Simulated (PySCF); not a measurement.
# How methods differ on the ionisation energy of Pb

Pb [Xe] 4f14 5d10 6s2 6p2 (3P) → Pb⁺ [Xe] 4f14 5d10 6s2 6p1 (2P), as a difference of total energies. Calculation: PySCF 2.14, in x2c-TZVPPall with one added diffuse shell each of s, p, d, f type (12s8p7d4f, 99 functions); the spin-free X2C one-electron Hamiltonian (Gaussian nucleus). Correlated levels: valence: [Xe] 4f14 5d10 frozen. The calculations carry no spin-orbit coupling.

| method | ionisation energy (eV) |
| --- | --- |
| UHF | 6.594 |
| MP2 (valence) | 6.850 |
| SCS-MP2 (valence) | 6.787 |
| CCSD (valence) | 6.885 |
| CCSD(T) (valence) | 6.903 |

Task: How much does correlation contribute at CCSD(T) (valence)?

Result: 6.903 − (6.594) = 0.309 eV, measured against UHF.

Spin-orbit coupling is strong in these open shells (close to jj coupling). The scalar numbers leave it out and a first-order estimate fails, so it can dominate the gap to the real levels.

Errors of the correlated levels include the incompleteness of this basis and the frozen core.

For comparison: 7.417 eV (measured; NIST Atomic Spectra Database, ionization energies).
